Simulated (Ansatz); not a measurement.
`C=C[Se][SiH2]C` and `C=CO[SiH2]C` differ in one element.

Ansatz, PBE0-D4/def2-TZVP geometries, multiplicity 1. Each molecule was computed in one conformer, which needn't be the lowest.

Scalar relativity is left out up to krypton.

```tsv
property	`C=C[Se][SiH2]C`
LUMO energy (PBE/def2-TZVPP) / eV	-0.99
HOMO energy (PBE0/def2-TZVPP) / eV	-6.34
HOMO energy (B3LYP/def2-TZVPP) / eV	-6.12
HOMO energy (PBE/def2-TZVPP) / eV	-5.31
HOMO–LUMO gap (PBE/def2-TZVPP) / eV	4.32
HOMO–LUMO gap (PBE0/def2-TZVPP) / eV	6.25
```

Q: What does the change do to each property? (Estimate.)

A: The calculation gave: 
```tsv
property	`C=CO[SiH2]C`	shift
LUMO energy (PBE/def2-TZVPP) / eV	-0.55	0.44
HOMO energy (PBE0/def2-TZVPP) / eV	-6.92	-0.58
HOMO energy (B3LYP/def2-TZVPP) / eV	-6.71	-0.59
HOMO energy (PBE/def2-TZVPP) / eV	-5.74	-0.43
HOMO–LUMO gap (PBE/def2-TZVPP) / eV	5.18	0.86
HOMO–LUMO gap (PBE0/def2-TZVPP) / eV	7.34	1.09
```

With PBE0 the HOMO falls by 0.58 eV and the LUMO rises by 0.51 eV, so the gap widens by about 1.09 eV. PBE moves the HOMO by -0.43 eV and ωB97M-V by -0.78 eV.

B3LYP here is the variant with VWN-RPA as its local correlation; programs differ in this.

Spin–orbit coupling is left out; it splits and shifts lone-pair levels of the heavy atoms by tenths of an eV.
